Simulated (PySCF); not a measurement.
Compound: C5H4NS (doublet state).
Structure used (GFN2-xTB), in Å, numbered top down from 1:
```
atom  x, y, z in Å
N1     2.606    1.742    0.399
C2     1.650    1.113    0.252
C3     0.505    0.354    0.078
C4    -0.789    0.853    0.006
C5    -1.755   -0.103   -0.172
S6    -1.138   -1.710   -0.268
C7     0.582   -1.134   -0.056
H8    -1.014    1.903    0.084
H9    -2.812    0.050   -0.255
H10    1.166   -1.450   -0.924
H11    1.005   -1.615    0.830
```

The species is `C1=C[C](CS1)C#N` [radical].

Level of theory: UKS B3LYP, pcH-1 on C H N S, non-relativistic, mean-field spin-orbit, GIAO in PySCF. Geometry: GFN2-xTB; no solvent, vibrations or thermal averaging. Couplings are sensitive to structure, and on GFN2-xTB geometries they can be far from those on DFT ones. No stability test was run, so a lower SCF solution isn't excluded.

(1) Break the g tensor into its mass correction, gauge correction and orbital-Zeeman/spin–orbit terms.

(2) What effective moment and Curie constant follow for a powder?

(3) Average each term over the three axes. Which is largest in size?

(4) In a frozen sample, at which fields do the three g values resonate at 9.5, 34, 94 and 263 GHz (hyperfine left aside), and which band first spreads them over more than twice a line width of 0.5 mT?

## Answers

(1) 
```json
{"Δg (ppt)": "relativistic mass correction", "1": "-0.18", "2": "-0.18", "3": "-0.18"}
{"Δg (ppt)": "gauge correction", "1": "-0.01", "2": "0.04", "3": "0.03"}
{"Δg (ppt)": "orbital Zeeman/spin–orbit", "1": "-0.02", "2": "2.62", "3": "5.34"}
{"Δg (ppt)": "total", "1": "-0.21", "2": "2.48", "3": "5.19"}
```

So g = 2.00211, 2.00480, 2.00751 and g_iso = 2.00480; the tensor is rhombic: the two nearest values differ by 50 % of g3 − g1. Axes: g2 points within 13° of the C3–C7 bond and g3 points within 3° of the C5–H9 bond.

(2) With the mean of g² = 4.0192 and S(S+1) = 0.75: μ_eff = √(⟨g²⟩S(S+1)) = 1.736 μB and χT = 0.12505·⟨g²⟩·S(S+1) = 0.377 cm³ K/mol (cgs; spin-Hamiltonian part alone).

(3) The orbital-Zeeman/spin–orbit term 2.65, the mass correction -0.18 and the gauge correction 0.02 ppt, for a total of 2.48 ppt. The orbital-Zeeman/spin–orbit term is the largest in size. The mass correction is the same along every axis, so the anisotropy comes from the other two: their spans along these axes are 0.04 (gauge) and 5.36 ppt (orbital Zeeman/spin–orbit).

(4) 
| band | GHz | B(g3) mT | B(g2) mT | B(g1) mT | spread mT |
| --- | --- | --- | --- | --- | --- |
| X | 9.5 | 338.11 | 338.56 | 339.02 | 0.91 |
| Q | 34.0 | 1210.07 | 1211.71 | 1213.33 | 3.27 |
| W | 94.0 | 3345.48 | 3350.01 | 3354.51 | 9.03 |
| J | 263.0 | 9360.23 | 9372.90 | 9385.49 | 25.26 |

The spread grows in proportion to the frequency. Q band is the first where it exceeds 1.0 mT.

The Mulliken spin populations are largest on C3 (+0.48), C5 (+0.42), N1 (+0.21) and C4 (-0.16). Four atoms exceed +0.15. The positive populations add up to 1.35 and the negative ones to -0.35, together 2S = 1.

The HOMO–LUMO gaps are 4.84 eV among the α and 4.19 eV among the β orbitals.
